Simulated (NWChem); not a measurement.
System: AlH$_{3}$S$_{2}$; SMILES [SH][AlH][SH]

```xyz
6

Al     0.0000     0.0000    -0.7504
H      0.0000     0.0000    -2.3312
S     -1.8495     0.0000     0.4104
H     -2.6336     0.0000    -0.6912
S      1.8495     0.0000     0.4104
H      2.6336     0.0000    -0.6912
```
Atoms are numbered in this order, from 1.

Geometry: optimised at PBE0/def2-SVP.

 Unshifted, non-relativistic core excitations; the lowest 4 roots alone, so stronger bands may lie above.

Question: List the first Al K-edge excitations from PBE/cc-pVTZ, restricted-window TDA (NWChem).

Answer: 
```json
[
 {"state": "S1", "energy (eV)": "1506.4", "dipole oscillator strength": "0.0040", "leading excitation (squared amplitude)": "1s of atom 1 or its equivalents → LUMO (1.00)"},
 {"state": "S2", "energy (eV)": "1507.2", "dipole oscillator strength": "0.0002", "leading excitation (squared amplitude)": "1s of atom 1 or its equivalents → LUMO+1 (0.98)"},
 {"state": "S3", "energy (eV)": "1507.4", "dipole oscillator strength": "0.0000", "leading excitation (squared amplitude)": "1s of atom 1 or its equivalents → LUMO+2 (0.98)"},
 {"state": "S4", "energy (eV)": "1507.9", "dipole oscillator strength": "0.0003", "leading excitation (squared amplitude)": "1s of atom 1 or its equivalents → LUMO+3 (1.00)"}
]
```
